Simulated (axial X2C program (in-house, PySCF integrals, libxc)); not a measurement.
# Which functional? An output for SnP

An SCF output computed with an axial X2C code built on PySCF integrals for SnP at 2.354 Å, two-component, state Ω = 3/2, Sn dyall-cv3z [11s12p9d4f1g], P dyall-v3z [8s7p2d1f] (cores contracted in-house), without its first line:

```
basis functions 175  fitting functions 942  grid points 5079
iter        total energy     max residual
   1      -6512.715959521     2.69e-01
   2      -6512.743646864     5.15e-03
   3      -6512.745576359     3.46e-03
   4      -6512.746612365     4.30e-03
   5      -6512.747490290     4.04e-03
   6      -6512.748719216     3.98e-03
   7      -6512.751891996     2.87e-03
   8      -6512.753511299     1.17e-03
   9      -6512.753257162     1.22e-03
  10      -6512.753545621     4.55e-04
  11      -6512.753575836     1.30e-04
  12      -6512.753575955     9.39e-05
  13      -6512.753577764     5.93e-05
  14      -6512.753577931     3.90e-05
  15      -6512.753578023     1.68e-05
  16      -6512.753578054     1.13e-05
  17      -6512.753578082     5.27e-06
  18      -6512.753578088     3.09e-06
  19      -6512.753578090     1.32e-06
  20      -6512.753578090     2.46e-07
converged
one-electron -9292.90651224  Coulomb 2801.77941082  exact exchange -186.65896702  xc functional 0.00000000  nuclear repulsion 168.59936627  atomic mean-field constant -3.56687592
```

Question: Which level of theory produced it?
A. PBE0
B. BP86
C. HF

Answer: C. The exact-exchange term against the functional term shows a share of 1 of exact exchange.
